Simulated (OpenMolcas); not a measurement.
P IV: RASPT2 settings compared

```json
{"Program": "OpenMolcas", "Basis": "ANO-L-VQZP [6s5p3d2f]", "Scalar Hamiltonian": "non-relativistic, point nucleus", "Active space": "2 electrons in 9 orbitals (RAS2 3s 3p; RAS3 3d, at most 2 electrons)", "State averaging": "2S+1 = 1 even, 6 roots; 2S+1 = 3 even, 3 roots kept (CI in the orbitals of an earlier block); 2S+1 = 1 odd, 3 roots; 2S+1 = 3 odd, 3 roots kept (CI in the orbitals of an earlier block)", "Spin-orbit coupling": "state interaction with AMFI integrals over the reference wave functions, term energies averaged over their components"}
```

Methods on the same reference wave functions:
A. RASSCF
B. SS-RASPT2, IPEA 0.4 Eh, real shift 0.05 Eh (closed shells correlated: 2s 2p)
C. SS-RASPT2, IPEA 0.15 Eh, sigma1 regulariser 0.1 Eh (closed shells correlated: 2s 2p)
D. XMS-RASPT2, IPEA 0.35 Eh, imaginary shift 0.3 Eh (closed shells correlated: 2s 2p)

Energies in cm-1 above 3s2 1S0, the measured ground level; measured values from Martin, Zalubas and Musgrove, J. Phys. Chem. Ref. Data 14, 751 (1985).

```
      Level       A       B       C       D  Measured
    3s2 1S0     0.0     0.0     0.0     0.0       0.0
3s 3p 3P* 0   65892   66350   66330   66460     67918
3s 3p 3P* 1   66070   66530   66510   66640     68146
3s 3p 3P* 2   66432   66890   66870   67000     68615
3s 3p 1P* 1  105796  105220  105190  105340
```

Deviations, from unrounded energies. A percentage is the sum of absolute deviations over the sum of measured energies, with the sign that they share, or ± where signs differ.

| Against measurement | Levels | A | B | C | D |
| --- | --- | --- | --- | --- | --- |
| mean absolute deviation (cm-1) | 3 | 2100 | 1600 | 1700 | 1500 |
| other configurations (%) | 3 | -3.1 | -2.4 | -2.4 | -2.2 |

D lies closest to measurement on these levels and A furthest from it. The largest miss of D in the table is 3s 3p 3P* 2, by -1600 cm-1. The ranking rests on the paired levels alone, and a cruder setting can come out closer through cancelling errors.

Among B to D the level of the table that moves most is 3s 3p 1P* 1, by 150 cm-1 (lowest in C, highest in D). Moves below CASPT2's spread within the term are not significant.

The lowest spin-free term lies below A's lowest term by 0.037 hartree in B, 0.037 hartree in C, 0.038 hartree in D.

Terms from blocks run as CI alone lack orbitals of their own. Active for correlation alone: 3d; no level in the range computed is led by a configuration that fills it, so any true level of that kind is missing. Measured partners are found by configuration, term and J. A level has none where our copy of the source lacks it or the pairing is in doubt (some pairs that miss far off the trend of their configuration count as doubtful), and it then counts in no deviation. Only configurations of the active space appear. The table leaves out levels that lie high or whose names do not pair safely across all columns.

* marks odd parity.
